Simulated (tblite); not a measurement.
Compound: C6H12OSi.
Numbering: `[CH2:1]=[CH:2][C@@:3]([CH3:4])([CH:5]=[O:6])[CH2:7][SiH3:8]` (hydrogens: H9, H10 on C1; H11 on C2; H12, H13, H14 on C4; H15 on C5; H16, H17 on C7; H18, H19, H20 on Si8)

Computed geometry: GFN2-xTB, gas phase.

Entries marked ? are missing. Bonds in one row agree within 0.01 Å.

```
            coordinate    value
                 C1=C2  1.320 Å
                 C2–C3  1.514 Å
                 C3–C4        ?
                 C3–C5  1.513 Å
                 C5=O6  1.198 Å
                 C3–C7        ?
                C7–Si8        ?
                 C1–H9  1.076 Å
                C1–H10  1.077 Å
                C2–H11  1.083 Å
C4–H12, C4–H13, C4–H14  1.087 Å
                C5–H15  1.109 Å
                C7–H16  1.092 Å
                C7–H17  1.092 Å
      Si8–H18, Si8–H20  1.461 Å
               Si8–H19  1.469 Å
              C1–C2–C3   126.9°
              C2–C3–C4   112.8°
              C2–C3–C5   103.6°
              C2–C3–C7        ?
              C4–C3–C5   109.1°
              C4–C3–C7        ?
              C5–C3–C7   110.6°
              C3–C5–O6        ?
             C3–C7–Si8   115.8°
```

Question: Fill in the missing values.

Answer: 
- C3–C4 = 1.527 Å, drawn single (sp3 carbon next to a carbonyl to methyl carbon); 0.01 Å above the sum of covalent radii, 1.52 Å.
- C3–C7 = 1.532 Å, drawn single (sp3 carbon next to a carbonyl to sp3 carbon bound to silicon); 0.01 Å above the sum of covalent radii, 1.52 Å.
- C7–Si8 = 1.906 Å, drawn single (sp3 carbon bound to silicon to SiH3 silicon); 0.04 Å above the sum of covalent radii, 1.87 Å.
- C2–C3–C7 = 108.1°, at the sp3 carbon next to a carbonyl; the outer atoms are 2.466 Å apart.
- C4–C3–C7 = 112.3°, at the sp3 carbon next to a carbonyl; the outer atoms are 2.541 Å apart.
- C3–C5–O6 = 125.8°, at the aldehyde carbon; the outer atoms are 2.417 Å apart.

Radii are Cordero's, carbon taken as 0.76, 0.73 or 0.69 Å for four, three, and two or fewer neighbours.

Its GFN2-xTB frequencies are all real (lowest 45 cm⁻¹). One conformer, not necessarily the lowest (C1–C2–C3–C4 -1°, C2–C3–C5–O6 104°, C2–C3–C7–Si8 -179°). 3 starts were optimised and ended at 0.00, 0.22 and 1.54 kcal/mol (GFN2-xTB); the lowest of these is shown.

Time: 1.4 s of wall time. Hardware: Arm Neoverse N1, one thread, no GPU, shared host with 64 logical CPUs at a one-minute load of 61. This is the geometry optimisation.
